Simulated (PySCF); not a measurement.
## Al²⁺: ionisation energy

Al²⁺ [Ne] 3s1 (2S) → Al³⁺ [Ne] (1S), as a difference of total energies. Computed with PySCF 2.14 in x2c-TZVPPall with one added diffuse shell each of s, p, d type (6s6p4d1f, 51 functions), with scalar relativity by spin-free X2C-1e. Correlated levels: valence and next inner shell: 1s2 frozen. The calculations carry no spin-orbit coupling.

```
                                method  ionisation energy (eV)  error (eV)
                                   UHF                  28.070      -0.378
                                   LDA                  28.832      +0.384
                                   PBE                  28.830      +0.382
                                  PBE0                  28.699      +0.251
                                r2SCAN                  28.402      -0.046
                                   M06                  28.029      -0.419
                                  TPSS                  28.522      +0.074
                               wB97X-V                  28.466      +0.018
                                revPBE                  28.725      +0.277
    MP2 (valence and next inner shell)                  28.313      -0.135
SCS-MP2 (valence and next inner shell)                  28.262      -0.186
```

Reference: 28.448 eV (measured; NIST Atomic Spectra Database, ionization energies).

Errors of the correlated levels include the incompleteness of this basis and the frozen core.
